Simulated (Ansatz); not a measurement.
`[OH][Al-]1([OH])[O]C(C(F)(F)F)=CC(C(F)(F)F)=[O+]1` and `[CH3][Mg-]1[O]C(C(F)(F)F)=CC(C(F)(F)F)=[O+]1` differ in one atom or group.

Ansatz, PBE0-D4/def2-TZVP geometries, multiplicity 1. Each molecule was computed in one conformer, which needn't be the lowest.

```
                                          property  `[OH][Al-]1([OH])[O]C(C(F)(F)F)=CC(C(F)(F)F)=[O+]1`
               HOMO–LUMO gap (PBE/def2-TZVPP) / eV                                                 2.78
                 LUMO energy (PBE/def2-TZVPP) / eV                                                -4.26
             HOMO–LUMO gap (B3LYP/def2-TZVPP) / eV                                                 4.70
    size of the dipole moment (PBE/def2-TZVPP) / D                                                 1.87
               HOMO energy (B3LYP/def2-TZVPP) / eV                                                -8.43
size of the dipole moment (ωB97M-V/def2-TZVPP) / D                                                 2.17
```

Q: What does the change do to each property? (Estimate.)

A: The calculation gave: 
| property | `[CH3][Mg-]1[O]C(C(F)(F)F)=CC(C(F)(F)F)=[O+]1` | shift |
| --- | --- | --- |
| HOMO–LUMO gap (PBE/def2-TZVPP) / eV | 2.08 | -0.70 |
| LUMO energy (PBE/def2-TZVPP) / eV | -3.85 | 0.41 |
| HOMO–LUMO gap (B3LYP/def2-TZVPP) / eV | 3.62 | -1.08 |
| size of the dipole moment (PBE/def2-TZVPP) / D | 0.80 | -1.07 |
| HOMO energy (B3LYP/def2-TZVPP) / eV | -6.90 | 1.53 |
| size of the dipole moment (ωB97M-V/def2-TZVPP) / D | 1.07 | -1.10 |

With PBE0 the HOMO rises by 1.60 eV and the LUMO rises by 0.45 eV, so the gap narrows by about 1.15 eV. PBE moves the HOMO by 1.11 eV and ωB97M-V by 1.48 eV. Dipoles are sizes alone; their direction can turn.

B3LYP here is the variant with VWN-RPA as its local correlation; programs differ in this.
